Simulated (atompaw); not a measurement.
An all-electron radial function and its pseudo partner (argon (Ar))

Columns: radius, all-electron u(r) and pseudo u(r) of the 3p shell (level -10.27 eV) of argon in the configuration [Ne] 3s2 3p6; PBE, scalar-relativistic, PAW (atompaw) scheme, atompaw 4.2.0.5.

```json
{"r (bohr)": "0.048", "all-electron": "-0.0821", "pseudo": "0.0040"}
{"r (bohr)": "0.096", "all-electron": "-0.2158", "pseudo": "0.0157"}
{"r (bohr)": "0.144", "all-electron": "-0.3214", "pseudo": "0.0350"}
{"r (bohr)": "0.192", "all-electron": "-0.3776", "pseudo": "0.0613"}
{"r (bohr)": "0.240", "all-electron": "-0.3852", "pseudo": "0.0939"}
{"r (bohr)": "0.288", "all-electron": "-0.3527", "pseudo": "0.1321"}
{"r (bohr)": "0.337", "all-electron": "-0.2891", "pseudo": "0.1757"}
{"r (bohr)": "0.385", "all-electron": "-0.2068", "pseudo": "0.2221"}
{"r (bohr)": "0.433", "all-electron": "-0.1130", "pseudo": "0.2709"}
{"r (bohr)": "0.481", "all-electron": "-0.0137", "pseudo": "0.3213"}
{"r (bohr)": "0.529", "all-electron": "0.0861", "pseudo": "0.3721"}
{"r (bohr)": "0.577", "all-electron": "0.1832", "pseudo": "0.4224"}
{"r (bohr)": "0.625", "all-electron": "0.2752", "pseudo": "0.4714"}
{"r (bohr)": "0.673", "all-electron": "0.3605", "pseudo": "0.5184"}
{"r (bohr)": "0.721", "all-electron": "0.4384", "pseudo": "0.5628"}
{"r (bohr)": "0.769", "all-electron": "0.5084", "pseudo": "0.6041"}
{"r (bohr)": "0.817", "all-electron": "0.5705", "pseudo": "0.6419"}
{"r (bohr)": "0.865", "all-electron": "0.6248", "pseudo": "0.6761"}
{"r (bohr)": "0.913", "all-electron": "0.6713", "pseudo": "0.7066"}
{"r (bohr)": "0.962", "all-electron": "0.7113", "pseudo": "0.7339"}
{"r (bohr)": "1.010", "all-electron": "0.7434", "pseudo": "0.7569"}
{"r (bohr)": "1.058", "all-electron": "0.7690", "pseudo": "0.7761"}
{"r (bohr)": "1.106", "all-electron": "0.7887", "pseudo": "0.7918"}
{"r (bohr)": "1.154", "all-electron": "0.8030", "pseudo": "0.8040"}
{"r (bohr)": "1.202", "all-electron": "0.8124", "pseudo": "0.8126"}
{"r (bohr)": "1.250", "all-electron": "0.8176", "pseudo": "0.8176"}
```

Problem. How many radial nodes do the two functions have?

Solution. The all-electron 3p function has n − l − 1 = 1; the pseudo-wave has 0, since the states of the same l below it are removed with the core.

Problem. Is the pseudo-wave norm-conserving?

Solution. No, it belongs to a PAW set: the norm inside the radius is not constrained, and the difference is carried by the augmentation charge.
